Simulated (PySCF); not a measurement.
# Computed properties of SnHF, SMILES [F][SnH]

SnHF, SMILES [F][SnH] (connectivity only; charge and spin as stated), neutral, multiplicity 1. Geometry optimised at PBE0-D3(BJ)/def2-TZVP. The def2 effective core potentials stand for the cores of Sn; spin–orbit coupling is left out. Other conformers were not sampled. All values are computed for the isolated molecule unless a solvent is named; none is compared with measurement here.

**Structure.** The optimised structure has Cs symmetry. All 3 harmonic modes at PBE0-D3(BJ)/def2-TZVP (PySCF) are real, so it is a minimum.

**Vibrations.** The strongest infrared lines (harmonic, unscaled, degenerate partners summed) lie at 1702 cm⁻¹ (498 km/mol, H 99 %), 584 cm⁻¹ (110 km/mol, F 85 %, Sn 14 %), 616 cm⁻¹ (29 km/mol, H 94 %). The softest mode is at 584 cm⁻¹ and the zero-point energy is 4.1 kcal/mol.

**Electronic structure.** ωB97X/def2-TZVPD (PySCF) places the frontier levels at -9.28 and -1.06 eV, a gap of 8.22 eV, and gives a dipole moment of 2.82 D and a mean polarisability of 43.0 bohr³.

**Excitations.** TDDFT-ωB97X/def2-TZVPD (PySCF) has S1 at 2.80 eV (443 nm, f = 0.018, weak); the most intense of the 10 singlets computed lies at 6.63 eV (f = 0.40). T1 (TDA) is at 2.12 eV.
